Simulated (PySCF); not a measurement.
From one molecule to another.

First species: 1,4-pentadiene, C₅H₈.
InChI=1S/C5H8/c1-3-5-4-2/h3-4H,1-2,5H2

Second species: C5H5ClO.
SMILES: `Cc1ccc(Cl)o1`

Levels: PBE0/def2-SVPD for dipole moment, HOMO energy, LUMO energy, HOMO–LUMO gap, static isotropic polarisability and electronic spatial extent ⟨r²⟩ about the centre of nuclear charge; TDDFT PBE0/def2-SVPD for lowest singlet excitation; TDA PBE0/def2-SVPD for lowest triplet excitation (Tamm–Dancoff); GFN2-xTB for rotational constant A and rotational constant C. Geometries: GFN2-xTB. Each structure is a single optimised conformer of the isolated species, non-relativistic unless stated. Electronic properties by PySCF.

Dipoles, sizes and rotational constants follow the conformer. The torsions of the flexible species, by atom-mapped SMILES:
- `[CH2:1]=[CH:2][CH2:3][CH:4]=[CH2:5]`: C1–C2–C3–C4 117°, C2–C3–C4–C5 117°

| property | column X | column Y |
| --- | --- | --- |
| dipole moment | 0.13 D | 2.07 D |
| HOMO energy | -7.41 eV | -6.36 eV |
| LUMO energy | -0.14 eV | 0.03 eV |
| HOMO–LUMO gap | 7.27 eV | 6.39 eV |
| lowest singlet excitation | 6.51 eV | 5.81 eV |
| lowest triplet excitation (Tamm–Dancoff) | 4.36 eV | 3.77 eV |
| static isotropic polarisability | 63.0 au | 74.6 au |
| electronic spatial extent ⟨r²⟩ about the centre of nuclear charge | 555 bohr² | 967 bohr² |
| rotational constant A | 19.666 GHz | 6.067 GHz |
| rotational constant C | 2.392 GHz | 1.152 GHz |

Question: Which column belongs to which species?

Answer: Column X is the first species and column Y the second. The first has 13 atoms and 38 electrons, the second 12 and 60.

Question: How does each property change from the first species to the second?

Answer: dipole moment +1.94 D; HOMO energy +1.05 eV; LUMO energy +0.17 eV; HOMO–LUMO gap -0.88 eV; lowest singlet excitation -0.70 eV; lowest triplet excitation (Tamm–Dancoff) -0.59 eV; static isotropic polarisability +11.6 au; electronic spatial extent ⟨r²⟩ about the centre of nuclear charge +412 bohr²; rotational constant A -13.599 GHz; rotational constant C -1.240 GHz.

On the first: S1 lies 0.76 eV below the HOMO–LUMO gap; its leading configuration is HOMO→LUMO, weight 0.90. The polarisability is 9.34 Å³ as a volume (1 au = 0.148185 Å³), or 1.66 au for each of the 38 electrons.

On the second: The vertical singlet–triplet gap S1 − T1 is 2.04 eV (TDDFT singlet less Tamm–Dancoff triplet; S1: HOMO→LUMO, weight 0.98; T1: HOMO→LUMO, weight 0.95). In wavenumbers S1 is 46900 cm⁻¹ (1 eV = 8065.54 cm⁻¹).
